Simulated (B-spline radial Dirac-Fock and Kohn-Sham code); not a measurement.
**X-ray form factors of calcium in several charge states**

These are calculated numbers from a radial B-spline solver; the model is Dirac-Fock orbitals of the configuration average with a finite nucleus.

Configurations: Ca [Ar] 4s2; Ca³⁺ [Ne] 3s2 3p5; Ca⁴⁺ [Ne] 3s2 3p4; Ca⁵⁺ [Ne] 3s2 3p3. The first column is f₀ of Ca, the others are differences from it.

```
s (Å⁻¹)      Ca  Δ Ca³⁺  Δ Ca⁴⁺  Δ Ca⁵⁺
      0  20.000  -3.000  -4.000  -5.000
   0.05  19.091  -2.319  -3.276  -4.239
    0.1  17.331  -1.207  -2.045  -2.905
   0.15  15.723  -0.570  -1.240  -1.949
    0.2  14.304  -0.314  -0.799  -1.337
   0.25  12.961  -0.192  -0.505  -0.876
    0.3  11.705  -0.108  -0.280  -0.508
   0.35  10.590  -0.044  -0.115  -0.232
    0.4   9.649  -0.001  -0.008  -0.048
   0.45   8.885  +0.022  +0.049  +0.057
    0.5   8.275  +0.031  +0.071  +0.103
    0.6   7.392  +0.025  +0.058  +0.095
    0.7   6.762  +0.010  +0.024  +0.044
    0.8   6.228  -0.002  -0.003  -0.002
    0.9   5.717  -0.009  -0.019  -0.029
      1   5.209  -0.012  -0.026  -0.043
    1.1   4.710  -0.013  -0.028  -0.047
    1.2   4.233  -0.012  -0.027  -0.045
    1.4   3.391  -0.009  -0.021  -0.036
    1.6   2.732  -0.006  -0.015  -0.026
```
